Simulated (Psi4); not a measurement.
C₅H₅Cl, singlet, geometry from GFN2-xTB; MP2/STO-3G (Psi4).

The Psi4 input:
```
memory 2 GB

molecule {
0 1
  C     2.89377712   -0.31935813   -0.99112430
  C     1.73335147   -0.22993524   -0.69604942
  C     0.34899519   -0.14799077   -0.40673042
  C    -0.57963804   -0.58112028   -1.49768322
  C    -0.02807288    0.30059723    0.79181260
  Cl   -1.67005438    0.45460600    1.28324798
  H     3.91221801   -0.39077572   -1.23245627
  H    -0.43382982    0.04337652   -2.37840381
  H    -0.36536105   -1.61094560   -1.78054288
  H    -1.61301396   -0.50541744   -1.17236389
  H     0.68043426    0.60230316    1.54719951
}

set basis sto-3g
set freeze_core true

energy('mp2')
print_variables()
```

It wrote (shortened):

```
    SCF Algorithm Type (re)set to DF.

   => Loading Basis Set <=

    Name: STO-3G
    Role: ORBITAL
    Keyword: BASIS

         ---------------------------------------------------------
                                   SCF
               by Justin Turney, Rob Parrish, Andy Simmonett
                          and Daniel G. A. Smith
                              RHF Reference
         ---------------------------------------------------------

  ==> Geometry <==

    Molecular point group: c1
    Full point group: C1

    Geometry (in Angstrom), charge = 0, multiplicity = 1:

       Center              X                  Y                   Z               Mass
    ------------   -----------------  -----------------  -----------------  -----------------
         C            2.931588321018    -0.342229694393    -1.053325240766    12.000000000000
         C            1.771162671018    -0.252806804393    -0.758250360766    12.000000000000
         C            0.386806391018    -0.170862334393    -0.468931360766    12.000000000000
         C           -0.541826838982    -0.603991844393    -1.559884160766    12.000000000000
         C            0.009738321018     0.277725665607     0.729611659234    12.000000000000
         CL          -1.632243178982     0.431734435607     1.221047039234    34.968852682000
         H            3.950029211018    -0.413647284393    -1.294657210766     1.007825032230
         H           -0.396018618982     0.020504955607    -2.440604750766     1.007825032230
         H           -0.327549848982    -1.633817164393    -1.842743820766     1.007825032230
         H           -1.575202758982    -0.528289004393    -1.234564830766     1.007825032230
         H            0.718245461018     0.579431595607     1.484998569234     1.007825032230

  Running in c1 symmetry.

  Rotational constants: A =      0.25289  B =      0.05010  C =      0.04215 [cm^-1]
  Rotational constants: A =   7581.33628  B =   1502.10612  C =   1263.49569 [MHz]
  Nuclear repulsion =  241.531219242219720

  Charge       = 0
  Multiplicity = 1
  Electrons    = 52
  Nalpha       = 26
  Nbeta        = 26

  ==> Algorithm <==

  SCF Algorithm Type is DF.
  DIIS enabled.
  MOM disabled.
  Fractional occupation disabled.
  Guess Type is SAD.
  Energy threshold   = 1.00e-08
  Density threshold  = 1.00e-08
  Integral threshold = 1.00e-12

  ==> Primary Basis <==

  Basis Set: STO-3G
    Blend: STO-3G
    Number of shells: 25
    Number of basis functions: 39
[...]
  @DF-RHF Final Energy:  -644.38876154415698
    Total Energy =                       -644.3887615441569778
[...]

  //>>>>>>>>>>>>>>>>>>>>>>>>>>>>>>>>>>>//
  //               DFMP2               //
  //<<<<<<<<<<<<<<<<<<<<<<<<<<<<<<<<<<<//

   => Loading Basis Set <=

    Name: (STO-3G AUX)
    Role: RIFIT
    Keyword: DF_BASIS_MP2

	 --------------------------------------------------------
	                          DF-MP2
	      2nd-Order Density-Fitted Moller-Plesset Theory

	        Rob Parrish, Justin Turney, Andy Simmonett,
	           Ed Hohenstein, and C. David Sherrill
	 --------------------------------------------------------

   => Auxiliary Basis Set <=

  Basis Set: (STO-3G AUX)
    Blend: DEF2-SVP-RI
    Number of shells: 130
    Number of basis functions: 372
    Number of Cartesian functions: 423
    Spherical Harmonics?: true
    Max angular momentum: 3

	 --------------------------------------------------------
	                 NBF =    39, NAUX =   372
	 --------------------------------------------------------
	   CLASS    FOCC     OCC    AOCC    AVIR     VIR    FVIR
	   PAIRS      10      26      16      13      13       0
	 --------------------------------------------------------

	-----------------------------------------------------------
	 ==================> DF-MP2 Energies <====================
	-----------------------------------------------------------
	 Reference Energy          =    -644.3887615441569778 [Eh]
	 Singles Energy            =      -0.0000000000000000 [Eh]
	 Same-Spin Energy          =      -0.0609796889745469 [Eh]
	 Opposite-Spin Energy      =      -0.2601939201248615 [Eh]
	 Correlation Energy        =      -0.3211736090994084 [Eh]
	 Total Energy              =    -644.7099351532564242 [Eh]
	-----------------------------------------------------------
	 ================> DF-SCS-MP2 Energies <==================
	-----------------------------------------------------------
	 SCS Same-Spin Scale       =       0.3333333333333333 [-]
	 SCS Opposite-Spin Scale   =       1.2000000000000000 [-]
	 SCS Same-Spin Energy      =      -0.0203265629915156 [Eh]
	 SCS Opposite-Spin Energy  =      -0.3122327041498338 [Eh]
	 SCS Correlation Energy    =      -0.3325592671413494 [Eh]
	 SCS Total Energy          =    -644.7213208112983693 [Eh]
	-----------------------------------------------------------

  Variable Map:
  ----------------------------------------------------------------------------
[...]
  Array Variable Map:
  ----------------------------------------------------------------------------
[...]
[...]
```
